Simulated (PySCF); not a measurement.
1,2-difluorocyclopenta-1,3-diene (C5H4F2), SMILES C1(=C(CC=C1)F)F.

Coordinates come from a B3LYP-D3(BJ)/def2-SVP optimisation. One conformer was computed; it need not be the lowest.

Two levels are set side by side: TDA-PBE/def2-SVPD (PySCF) and TDA-M06-2X/def2-SVPD (PySCF). Vertical, same geometry. The lowest singlet is HOMO→LUMO 87 % with PBE and HOMO→LUMO 95 % with the other functional; states are paired by order. Differences are taken from unrounded values.

```json
[
 {"quantity": "lowest singlet excitation (eV)", "TDA-M06-2X": "5.45", "TDA-PBE": "4.91", "TDA-PBE minus TDA-M06-2X": "-0.53"},
 {"quantity": "lowest triplet excitation (TDA) (eV)", "TDA-M06-2X": "3.33", "TDA-PBE": "2.97", "TDA-PBE minus TDA-M06-2X": "-0.36"},
 {"quantity": "first bright state (f over 0.05) (eV)", "TDA-M06-2X": "5.45", "TDA-PBE": "4.91", "TDA-PBE minus TDA-M06-2X": "-0.53"},
 {"quantity": "its oscillator strength", "TDA-M06-2X": "0.12", "TDA-PBE": "0.10", "TDA-PBE minus TDA-M06-2X": "-0.02"}
]
```

Functionals without exact exchange tend to place singlet excitations lower, as here. Differences between two approximate levels are no errors against the true value.

Rough cost on one machine, each run with all the roots and properties that it gave: TDA-M06-2X against TDA-PBE about 8 times.
